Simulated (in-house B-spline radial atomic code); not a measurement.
Values are calculated unless marked as measured or tabulated.
# Building a PAW s channel for Ni, r_c = 2.14 bohr

Ni, [Ar] 3d8 4s2, non-relativistic PBE, spherical and spin-unpolarised, from a B-spline radial code for spherical atoms (atomic units; all potentials screened as in the neutral atom).

Two all-electron partial waves φ1, φ2 are integrated outwards at E1 = ε(4s) = -0.202976 and E2 = E1 + 2 hartree; φ1 is the bound orbital and φ2 has unit norm inside r_c = 2.1409 bohr. Smooth partners are polynomials, r^1(a0 + a1 r² + a2 r⁴ + a3 r⁶), matched to φ and three derivatives at r_c, with no condition on the norm. The local potential is -4.42534 + (2.38398) r² + (-0.539391) r⁴ + (0.0446961) r⁶ inside 1.7528 bohr and the all-electron one outside.

```tsv
wave	φ(r_c)	φ'(r_c)	a0	a1	a2	a3
1	0.6364368	0.05682214	0.263013	0.06674763	-0.01851023	0.001217068
2	0.2094936	2.660296	-2.293929	0.7386784	-0.04176435	-0.0012105
```

Inside r_c the overlaps are <φi φj> = [[0.29082, -0.42030], [-0.42030, 1.00000]] and, for the smooth waves, [[0.33341, -0.70465], [-0.70465, 2.69054]]. With χj = (Ej − T − V_local) applied to smooth wave j, the program's quadrature gives the matrix B_ij = <smooth i, χj> as [[0.27367, -1.76010], [-1.19140, 8.16879]].

Check the match of the first wave, and find the augmentation charges q_ij.

At r_c the four terms are 0.56308, 0.65498, -0.83252, 0.25089, which sum to 0.6364, φ1(r_c) to rounding. q_ij is the all-electron overlap less the smooth one: [[-0.04259, 0.28435], [0.28435, -1.69054]]. The smooth first wave has a norm of 0.3334 inside r_c against 0.2908, so q11 is negative and must stay small enough for the overlap operator to be positive.

B isn't symmetric. Show that D_ij = B_ij + Ej q_ij is.

Integrating by parts gives B12 − B21 = (E1 − E2) q12: -1.76010 − (-1.19140) = -0.56870, and −2 × (0.28435) = -0.56870. So D12 = -1.76010 + (1.797024)(0.28435) = -1.24912 and D21 = -1.19140 + (-0.202976)(0.28435) = -1.24912; D11 = 0.28232, D22 = 5.13085. The projectors, p = (B⁻¹)ᵀ χ, are dual to the smooth waves; det B = 0.14.

Solving (T + V_local + Σ p D p) ψ = E (1 + Σ p q p) ψ in a sphere of 9 bohr, whose wall lifts the free-atom level a little, gives these levels:

```json
{"all-electron": "-0.202634", "one projector": "-0.202634", "two projectors": "-18.946900"}
{"all-electron": "0.084807", "one projector": "0.083655", "two projectors": "-0.202634"}
{"all-electron": "0.422050", "one projector": "0.405736", "two projectors": "0.084799"}
{"all-electron": "0.914039", "one projector": "0.709444", "two projectors": "0.422009"}
{"all-electron": "1.553850", "one projector": "1.010540", "two projectors": "0.913972"}
```

What does the second projector gain?

With one projector the errors are 0.00, -1.15, -16.31 millihartree, and the level at 0.7094 is out of step with the all-electron series: an extra state, or one far too low, so the pairing ends there; skipping it, the next levels are off by +96.5 millihartree. With two a ghost lies below the reference level, so the set fails. The lowest eigenvalue of the overlap operator is 0.6855 with one and 0.005574 with two projectors. The smooth orbital alone needs a cutoff of 3.59 hartree for 1 millihartree of kinetic energy, against 8.49 for a norm-conserving Troullier-Martins orbital of the same radius, which is no gain while the set fails.
